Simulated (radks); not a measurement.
The numbers below are computed, except where a source is named.
Q: Radial electron density D(r) = 4 pi r^2 rho(r) of an atom or ion with 11 electrons. Level of theory: scalar-relativistic Kohn-Sham, RPBE, spin-polarised, spherical densities, point nucleus (a radial shooting solver on a logarithmic mesh with Libxc functionals).

| r (bohr) | D(r) (e/bohr) | spin D(r) |
|---|---|---|
| 0.006908 | 2.570 | -0.00000656 |
| 0.007726 | 3.104 | 0.0000411 |
| 0.008642 | 3.735 | 0.000125 |
| 0.009666 | 4.474 | 0.000266 |
| 0.01081 | 5.333 | 0.000495 |
| 0.01219 | 6.400 | 0.000894 |
| 0.01363 | 7.539 | 0.00149 |
| 0.01525 | 8.821 | 0.00240 |
| 0.01706 | 10.24 | 0.00379 |
| 0.01908 | 11.79 | 0.00590 |
| 0.02134 | 13.45 | 0.00905 |
| 0.02387 | 15.18 | 0.0137 |
| 0.0267 | 16.93 | 0.0206 |
| 0.02986 | 18.63 | 0.0306 |
| 0.03367 | 20.32 | 0.0463 |
| 0.03766 | 21.68 | 0.0673 |
| 0.04212 | 22.71 | 0.0970 |
| 0.04712 | 23.34 | 0.138 |
| 0.0527 | 23.50 | 0.195 |
| 0.05895 | 23.15 | 0.271 |
| 0.06593 | 22.31 | 0.372 |
| 0.07375 | 21.05 | 0.502 |
| 0.08249 | 19.54 | 0.668 |
| 0.093 | 17.85 | 0.890 |
| 0.104 | 16.49 | 1.14 |
| 0.1164 | 15.57 | 1.43 |
| 0.1301 | 15.29 | 1.75 |
| 0.1456 | 15.74 | 2.08 |
| 0.1628 | 16.85 | 2.41 |
| 0.1821 | 18.40 | 2.70 |
| 0.2037 | 20.04 | 2.93 |
| 0.2278 | 21.32 | 3.05 |
| 0.2569 | 21.84 | 3.03 |
| 0.2873 | 21.21 | 2.87 |
| 0.3214 | 19.43 | 2.57 |
| 0.3595 | 16.70 | 2.18 |
| 0.4021 | 13.42 | 1.73 |
| 0.4497 | 10.11 | 1.28 |
| 0.503 | 7.262 | 0.881 |
| 0.5626 | 5.195 | 0.559 |
| 0.6293 | 3.971 | 0.326 |
| 0.7096 | 3.390 | 0.164 |
| 0.7936 | 3.192 | 0.0764 |
| 0.8877 | 3.000 | 0.0290 |
| 0.9929 | 2.625 | 0.00609 |
| 1.111 | 2.057 | -0.00337 |
| 1.242 | 1.417 | -0.00582 |
| 1.389 | 0.8492 | -0.00508 |
| 1.554 | 0.4390 | -0.00338 |
| 1.738 | 0.1920 | -0.00182 |
| 1.96 | 0.06411 | -0.000737 |
| 2.192 | 0.01856 | -0.000249 |
| 2.452 | 0.004274 | -0.0000662 |
| 2.743 | 0.0007654 | -0.0000135 |
| 3.068 | 0.0001038 | -0.00000208 |

What is the nuclear charge?

A: Z = 20. The innermost maximum, from 1s, lies near gamma/Z bohr with gamma = sqrt(1 - (Z/c)^2) = 0.989, here 0.0495 bohr (found: 0.0515), and its height grows with Z. The density is that of the calcium ion Ca9+ in [He] 2s2 2p5 3s2; the configuration itself is not fixed sharply by these data, and Z only to about a unit. D(r) has 2 maxima, at r = 0.0515, 0.255 bohr, and minima at 0.128 bohr, inside which lie 2.18 electrons.
